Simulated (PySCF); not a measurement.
A GIAO shielding run with PySCF 2.14.0 with density-fitted response routines (density fitting, non-relativistic, gas phase) on `CSC[Si@@]1(N)CCN1C`, C₅H₁₄N₂SSi:

```
$ OMP_NUM_THREADS=1 python probes_run.py task.json out

{"job": {"kind": "nmr", "xc": "PBE0", "basis": "pcSseg-1"}, "charge": 0, "multiplicity": 1}
C      3.063329     1.910998    -1.502914
S      2.058004     1.339084    -0.099060
C      0.485330     1.072341    -0.960563
Si    -0.755575     0.352240     0.286053
N     -0.871610     1.557132     1.511604
C     -2.446914    -0.376467    -0.200002
C     -1.935856    -1.740958     0.264763
N     -0.570029    -1.339150     0.555487
C      0.388758    -2.265671     1.084111
H      2.631877     2.821508    -1.910710
H      3.099724     1.131907    -2.259884
H      4.060459     2.107003    -1.123459
H      0.154522     2.031942    -1.348341
H      0.674611     0.392200    -1.786940
H     -1.472484     1.438747     2.311085
H     -0.070702     2.123552     1.738154
H     -2.723635    -0.362292    -1.247079
H     -3.283956    -0.009021     0.380458
H     -1.975208    -2.518422    -0.505057
H     -2.449596    -2.113299     1.158560
H      0.505287    -3.122314     0.411315
H      1.347762    -1.762682     1.184640
H      0.081152    -2.641395     2.067854
```

Hardware: 1 thread of an Arm Neoverse N1, shared host. The job also computes population analyses, field gradients, ring-centre shieldings.

Task: How large is the calculation?

Result: 88 electrons, 237 basis functions and 1265 auxiliary functions.

Task: How long does it take, and how much memory does it need?

Result: 110 s of wall time, with 14 SCF cycles and 5 response iterations; peak memory 1.1 GiB. Times on a shared host scatter by some tens of per cent.
